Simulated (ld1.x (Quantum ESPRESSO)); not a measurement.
Transferability test, ultrasoft potential for ruthenium

Ru (Z = 44), ultrasoft, made with ld1.x (Quantum ESPRESSO) 7.5 (PBE, fully relativistic). Core [Kr], reference 4d7 5s0 5p1. Waves: 5s (bound, empty): rcut 1.85, rcutus 2.55 bohr; 5s channel at 0.35 Ry: rcut 1.85, rcutus 2.55 bohr; 5p (bound): rcut 3.00, rcutus 3.45 bohr; 5p channel at 1.45 Ry: rcut 3.00, rcutus 3.45 bohr; 4d (bound): rcut 1.95, rcutus 2.20 bohr; 4d channel at 0.75 Ry: rcut 1.95, rcutus 2.20 bohr. Local part: all-electron potential smoothed inside 2.70 bohr (lloc = -1). Core correction: none. Augmentation charge: PSQ, radius 2.10 bohr.

Open shells are filled in proportion to 2j + 1 (rel_dist='average').

Energies are relative to the spin-unpolarised reference configuration 4d7 5s0 5p1; without spin polarisation the order of configurations can differ from experiment.

```
valence configuration  charge  ΔE all-electron (eV)  error AE − PS (meV)
          4d7 5s1 5p0       0                -3.458                 +8.1
          4d7 5s0 5p0      +1                 3.835                 +8.1
          4d6 5s0 5p0      +2                22.021                  -95
          4d5 5s0 5p0      +3                52.641                 -823
          4d4 5s0 5p0      +4                97.148                -2608
          4d8 5s0 5p0       0                -3.792                  -49
```

(1) What are ΔE and the potential's error for 4d6 5s1 5p0?

## Answers

(1) ΔE = 6.654 eV all-electron; the error (AE − PS) is -130 meV.
